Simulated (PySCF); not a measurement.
Ga (SMILES [Ga-]), charge -1, triplet (in this run its highest filled SCF level lies above zero, so its values depend strongly on the basis, on diffuse functions most of all); R2SCAN/cc-pVDZ (PySCF).

Here is a job for PySCF.
```python
from pyscf import gto, scf, dft

mol = gto.Mole()
mol.atom = '''
    Ga    0.000000    0.000000    0.000000
'''
mol.basis = 'cc-pvdz'
mol.charge = -1
mol.spin = 2
mol.verbose = 3
mol.build()

mf = dft.UKS(mol)
mf.xc = 'r2scan'
mf.kernel()
mf.analyze()
```

What the program printed (banner, timings and long lists left out):

```
converged SCF energy = -1924.75952931443  <S^2> = 2.005232  2S+1 = 3.003486
**** MO energy ****
                             alpha | beta                alpha | beta
MO #1   energy= -371.802096512754  | -371.800895319715  occ= 1 | 1
MO #2   energy= -45.5443969665189  | -45.5446722582672  occ= 1 | 1
MO #3   energy= -40.269220830088   | -40.2691303572775  occ= 1 | 1
MO #4   energy= -40.2681271276366  | -40.2672817481316  occ= 1 | 1
MO #5   energy= -40.2681271145105  | -40.2672817347396  occ= 1 | 1
MO #6   energy= -5.21487295671353  | -5.21428732041639  occ= 1 | 1
MO #7   energy= -3.48198632394742  | -3.48206871577133  occ= 1 | 1
MO #8   energy= -3.47530982333406  | -3.47416710256086  occ= 1 | 1
MO #9   energy= -3.4753097668022   | -3.47416703422264  occ= 1 | 1
MO #10  energy= -0.518298266290934 | -0.517241690333519 occ= 1 | 1
MO #11  energy= -0.516658393989337 | -0.514840353270134 occ= 1 | 1
MO #12  energy= -0.516658321902385 | -0.514840311290902 occ= 1 | 1
MO #13  energy= -0.511680344488081 | -0.507783161282804 occ= 1 | 1
MO #14  energy= -0.511680341602601 | -0.507783158511915 occ= 1 | 1
MO #15  energy= -0.106411092252345 | -0.0614891855570223 occ= 1 | 1
MO #16  energy= 0.0930069544513756 | 0.142131761397812  occ= 1 | 0
MO #17  energy= 0.0930078425697018 | 0.176897241514703  occ= 1 | 0
MO #18  energy= 0.112292222089664  | 0.176897644925882  occ= 0 | 0
MO #19  energy= 0.356292040518246  | 0.425433055929545  occ= 0 | 0
MO #20  energy= 0.425035710289888  | 0.497628830706559  occ= 0 | 0
MO #21  energy= 0.425036519721475  | 0.515455688737903  occ= 0 | 0
MO #22  energy= 0.435254508686305  | 0.515456441995279  occ= 0 | 0
MO #23  energy= 0.526606575234154  | 0.579453725927907  occ= 0 | 0
MO #24  energy= 0.526607314356361  | 0.586936286351145  occ= 0 | 0
MO #25  energy= 0.530125903330633  | 0.586937405050285  occ= 0 | 0

To work with the spin densities directly, `use mulliken_meta_spin()` only printing them here.

 ** Mulliken spin pop alpha/beta on meta-lowdin orthogonal AOs **
 ** Mulliken Spin Density (per atom)  **
spin density of  0 Ga =      2.00000
 ** Mulliken pop alpha/beta on meta-lowdin orthogonal AOs **
 ** Mulliken atomic charges   ( Nelec_alpha | Nelec_beta ) **
charge of  0Ga =     -1.00000  (    17.00000     15.00000 )

WARN: System has nonzero charge -1; the dipole moment is origin-dependent.
Location of origin: [0. 0. 0.]

Dipole moment(X, Y, Z, Debye):  0.00000, -0.00000,  0.00000
```
